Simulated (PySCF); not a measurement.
Work out the structure from these simulated measurements.

Formula: C4H11GeN.

| Property | Result |
| --- | --- |
| Rotational structure | rotational constants A, B, C: 6.417, 0.987, 0.898 GHz [PBE0-D3(BJ)/def2-SVP] |
| Triplet | lowest triplet excitation (Tamm–Dancoff): 4.39 eV [TDA CAM-B3LYP/def2-SVPD] |
| 1H NMR | chemical shifts (computed TMS as zero) by class: 6.14 (1 H), 5.95 (1 H), 5.49 (1 H), 4.65 (2 H), 3.42 (2 H), 0.31 (3 H), -0.70 (1 H) ppm [GIAO PBE0/pcSseg-1] |
| XPS | C1s 289.8, C1s 290.1, C1s 290.2, C1s 291.5, N1s 404.0 eV [ΔSCF SCAN, pcX-2 on the ionised atom, pcseg-1 elsewhere, spin-free X2C] |
| NMR, other nuclei | isotropic shieldings of nuclei other than C and H, by class: 242 (1 N), 1386 (1 Ge) ppm [GIAO PBE0/pcSseg-1] |
| 13C NMR | chemical shifts (computed TMS as zero) by class: 148.6 (1 C), 120.3 (1 C), 49.3 (1 C), -1.7 (1 C) ppm [GIAO PBE0/pcSseg-1] |
| Valence photoelectron | vertical ionisation energy: 8.53 eV [ΔSCF CAM-B3LYP/def2-SVPD] |
| UV, strongest line | among the 10 lowest singlet transitions: S8 at 7.48 eV (166 nm, f = 0.165) [TDDFT CAM-B3LYP/def2-SVPD] |
| Dipole | 1.33 D [CAM-B3LYP/def2-SVPD] |

The electronic properties come from PySCF, for the isolated species, density fitting. Levels stand in brackets. Isolated species at its PBE0-D3(BJ)/def2-SVP geometry (one conformer only). Relativistic effects, spin–orbit coupling among them, are left out (core-ionisation runs apart) although an element past zinc is present. Each NMR value is the plain mean over a class of atoms that symmetry, rotation or inversion makes alike.

Question: What is the compound? Reason from the data.

Answer: Numbering: `[CH2:1]=[CH:2][CH2:3][NH:4][GeH2:5][CH3:6]`. 4 carbons fall into 4 classes; from least to most shielded: alkene CH carbon [C2] (148.6 ppm), terminal =CH2 carbon [C1] (120.3 ppm), sp3 carbon bound to nitrogen [C3] (49.3 ppm), sp3 carbon bound to germanium [C6] (-1.7 ppm). Hydrogen classes from least to most shielded: 1 H on an alkene CH carbon, C2 (6.14 ppm), 1 H on a terminal =CH2 carbon, C1 (5.95 ppm), 1 H on a terminal =CH2 carbon, C1 (5.49 ppm), 2 H on a germanium bonded to C, N and 2 H, Ge5 (4.65 ppm), 2 H on an sp3 carbon bound to nitrogen, C3 (3.42 ppm), 3 H on an sp3 carbon bound to germanium, C6 (0.31 ppm, a mean of values up to 0.5 ppm apart in this geometry), 1 H on a nitrogen bonded to C, Ge and H, N4 (-0.70 ppm). The other shieldings belong to: 242 ppm, nitrogen bonded to C, Ge and H [N4]; 1386 ppm, germanium bonded to C, N and 2 H [Ge5]. The core levels belong to: C1s 289.8 eV, terminal =CH2 carbon [C1]; C1s 290.1 eV, sp3 carbon bound to germanium [C6]; C1s 290.2 eV, alkene CH carbon [C2]; C1s 291.5 eV, sp3 carbon bound to nitrogen [C3]; N1s 404.0 eV, nitrogen bonded to C, Ge and H [N4]. No core level of Ge was computed. The first electron is taken from the HOMO, whose largest Löwdin shares are 0.53 on the nitrogen bonded to C, Ge and H, 0.10 on the sp3 carbon bound to nitrogen, 0.07 on the sp3 carbon bound to germanium and 0.07 on the germanium bonded to C, N and 2 H. The optimised geometry has point group C1 and is an asymmetric top. Structure: `C(=C)C[NH][GeH2][CH3]`. The assignments are read from this structure; whether some other isomer fits the data as well wasn't checked. NMR values of atoms bound to Ge lack the spin–orbit term that these neighbours bring.

Shape of the structure used: `[CH2:1]=[CH:2][CH2:3][NH:4][GeH2:5][CH3:6]`: C1–C2–C3–N4 -8°, C2–C3–N4–Ge5 153°, C3–N4–Ge5–C6 61°.
